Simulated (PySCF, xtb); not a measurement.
Relative energy of two structures of BGeH5O

Structure X: `O[BH][GeH3]`, a singlet. Structure Y: a singlet given by its coordinates. Both are isolated molecules in the gas phase, relaxed with PBE0-D4/def2-SVP; the shapes shown needn't be the lowest conformers.

X (Å):

```csv
atom,x (Å),y (Å),z (Å)
B,-2.4251,1.4539,0.7283
Ge,-0.9787,0.0719,0.1563
O,-3.6176,1.0899,1.2337
H,-3.7401,0.1365,1.3074
H,-2.2405,2.6467,0.6237
H,-1.4564,-1.3824,0.3965
H,-0.6287,0.1972,-1.3410
H,0.3347,0.2580,0.9436
```

Y (Å):

```
atom    x (Å)    y (Å)    z (Å)
   B  -2.9219   0.4804   0.4824
  Ge  -1.1032   1.4452   0.9304
   O  -1.7630  -0.4692   0.4168
   H  -3.5885   0.3438   1.4786
   H  -3.4006   0.8051  -0.5802
   H  -1.5146  -0.6725  -0.4936
   H  -0.0373   1.5790  -0.1979
   H  -0.2655   1.0748   2.1833
```

Close contacts (Å): B1–Ge2 2.11, B1–O3 1.50, Ge2–O3 2.09, B1–H4 1.21, B1–H5 1.21, Ge2–H7 1.56, Ge2–H8 1.55, O3–H6 0.97.

Task: Estimate which is lower in electronic energy at CCSD(T)/def2-SVP + ΔMP2/def2-TZVPP, and by roughly how much.

Result: The CCSD(T)/def2-SVP + ΔMP2/def2-TZVPP calculation puts structure X lower, by 1.008 eV.

The same difference at several levels:

| level | geometry | E(Y) − E(X) (eV) | departure from the last row (eV) | job, with rough time for the two |
| --- | --- | --- | --- | --- |
| PBE0-D4/def2-SVP | PBE0-D4/def2-SVP | +1.008 | 0.000 | optimisation, 1.8 min |
| HF/def2-SVP | PBE0-D4/def2-SVP | +1.434 | +0.426 | part of the CCSD(T) run |
| MP2/def2-SVP | PBE0-D4/def2-SVP | +1.101 | +0.093 | part of the CCSD(T) run |
| CCSD(T)/def2-SVP | PBE0-D4/def2-SVP | +1.097 | +0.089 | single point |
| CCSD(T)/def2-SVP + ΔMP2/def2-TZVPP | PBE0-D4/def2-SVP | +1.008 |  | single point, 45 s |

The levels shown agree on the order. The largest departure from CCSD(T)/def2-SVP + ΔMP2/def2-TZVPP is that of HF/def2-SVP, 0.426 eV. No reliable frequencies are at hand for Y, so it isn't confirmed as a minimum. Levels run at GFN2-xTB geometries aren't shown. The last row adds to CCSD(T) the change of the MP2 difference between the two basis sets, here −0.089 eV.

The correlated steps freeze 11 core orbitals; the filled d shell of Ge is correlated, in a basis made for valence electrons. Codes used: PySCF 2.14.0, xtb 6.7.1; the last row on 2 threads of Arm Neoverse V2 on a shared host.
